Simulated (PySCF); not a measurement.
CCl₂GaNO (SMILES O=C=[N][Ga]([Cl])[Cl]), singlet, at a GFN2-xTB geometry (such geometries of metal compounds can be far from the true shape), with bond 3-1 at 1.8 times its length.

The PySCF input:
```python
from pyscf import gto, scf, mcscf
import numpy

mol = gto.M(
    atom='''
Ga   -0.31058645    0.16975485   -0.17357427
Cl   -2.04976377   -0.93807999   -0.33124956
Cl    0.33735483    3.65165552   -1.32896000
N     1.08950948   -0.68522869    0.64438469
C     2.04804883   -1.17334413    1.16591723
O     2.96497859   -1.65610310    1.67107346
''',
    basis='sto-3g',
    verbose=4,
)

mf = scf.RHF(mol)
mf.kernel()
mc = mcscf.CASSCF(mf, 4, 2)
mc.fix_spin_(ss=0.0)
mc = mc.newton()
mc.kernel()
occ = numpy.linalg.eigvalsh(mc.fcisolver.make_rdm1(mc.ci, mc.ncas, mc.nelecas))[::-1]
ss = mc.fcisolver.spin_square(mc.ci, mc.ncas, mc.nelecas)[0]
print('natural occupations', occ.round(4), ' <S^2>', round(ss, 4))
```

Task: Give the number of basis functions at the level CASSCF(2,4)/STO-3G run with PySCF.

Result: 51

Task: Give the SCF-reference dipole moment at the level CASSCF(2,4)/STO-3G.

Result: 5.74 D

Task: Predict the SCF-reference HOMO energy from CASSCF(2,4)/STO-3G.

Result: -6.43 eV

Task: Estimate the natural occupations of the active orbitals that CASSCF(2,4)/STO-3G returns for this input.

Result: 1.05, 0.95, 0.00, 0.00

Task: Estimate the SCF-reference Mulliken (on the basis functions themselves) charges in atom order that CASSCF(2,4)/STO-3G returns for this input.

Result: Ga1 1.01, Cl2 -0.28, Cl3 -0.45, N4 -0.49, C5 0.43, O6 -0.21
